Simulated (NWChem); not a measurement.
System: SiHF, singlet; SMILES F[SiH]

The following NWChem deck was run.

```
start job
memory heap 200 mb stack 900 mb global 1100 mb
geometry units angstroms noautoz
  Si     0.094387     0.581823     0.000000
  H     -1.437639     0.794863     0.000000
  F      0.062407    -1.053266     0.000000
end
basis spherical
  * library def2-svp
end
dft
  xc xcamb88 1.00 lyp 0.81 vwn_5 0.19 hfexch 1.00
  cam 0.33 cam_alpha 0.19 cam_beta 0.46
  iterations 150
  vectors input atomic output neutral.movecs
end
task dft energy
charge 1
dft
  odft
  mult 2
  vectors input atomic output cation.movecs
end
task dft energy
```

Low-valent species are run as closed-shell singlets; no triplet was tried in these runs. All runs use the structure optimised with PBE0/def2-SVP.

Ions are spin-unrestricted doublets at the neutral geometry; other ion states weren't tried.

Question: Predict the main results of this run. (CAM-B3LYP/def2-SVP, vertical spin-unrestricted ions.) Quantities: vertical ionisation energy, ΔSCF (eV); −ε(HOMO) (eV).

Answer: 
```json
{
 "vertical ionisation energy, ΔSCF (eV)": "9.64",
 "−ε(HOMO) (eV)": "8.21"
}
```
